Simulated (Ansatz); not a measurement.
GeHMe2(OiPr) (C₅H₁₄GeO), relaxed as a singlet with RKS PBE0-D4/def2-SVP in Ansatz, starting from the GFN2-xTB geometry. Force threshold 0.02 eV/Å.

Start:

```xyz
21

Ge   -0.786   -1.229   -0.033
H    -1.610   -1.303    1.254
C    -1.828   -1.695   -1.640
H    -2.096   -2.748   -1.641
H    -1.233   -1.490   -2.525
H    -2.737   -1.106   -1.699
C     0.873   -2.310    0.134
H     0.634   -3.369    0.112
H     1.413   -2.104    1.053
H     1.530   -2.093   -0.705
O    -0.405    0.465   -0.351
C    -0.012    1.493    0.530
C     0.337    2.708   -0.325
C     1.167    1.086    1.407
H    -0.861    1.748    1.183
H     1.186    2.475   -0.963
H     0.584    3.558    0.306
H    -0.509    2.967   -0.957
H     0.876    0.258    2.053
H     1.997    0.768    0.781
H     1.482    1.922    2.025
```

Question: Estimate the energy that the relaxation releases and the steps that it takes.

Answer: 0.11 eV, in 11 steps; 39 s on 2 threads of AMD EPYC 7R13 on a shared host and a share (18 GiB) of an NVIDIA H100 80GB HBM3. No frequencies were taken in this run, so the end may be a saddle point.

Question: Does the start keep its bonding and symmetry?

Answer: By distances, no bond broke or formed. The bond that changes most is Ge1–C7, from 1.99 to 1.95 Å (atoms count from 1).

Question: Predict the relaxed structure.

Answer: 
```xyz
21

Ge   -0.723   -1.199   -0.104
H    -1.559   -1.080    1.196
C    -1.803   -1.699   -1.637
H    -2.211   -2.714   -1.516
H    -1.184   -1.676   -2.546
H    -2.636   -0.994   -1.765
C     0.781   -2.414    0.129
H     0.426   -3.445    0.276
H     1.394   -2.128    0.995
H     1.415   -2.387   -0.770
O    -0.110    0.438   -0.492
C     0.066    1.444    0.478
C     0.244    2.757   -0.262
C     1.241    1.139    1.395
H    -0.848    1.522    1.106
H     1.148    2.715   -0.890
H     0.341    3.602    0.437
H    -0.618    2.941   -0.920
H     1.073    0.211    1.964
H     2.161    1.015    0.802
H     1.401    1.950    2.123
```
Bond lengths: 2 × C–Ge 1.94 to 1.95 Å; 2 × C–C 1.52 Å; 1 × C–O 1.41 Å; 1 × Ge–O 1.79 Å; 13 × C–H 1.10 to 1.11 Å; 1 × Ge–H 1.55 Å.
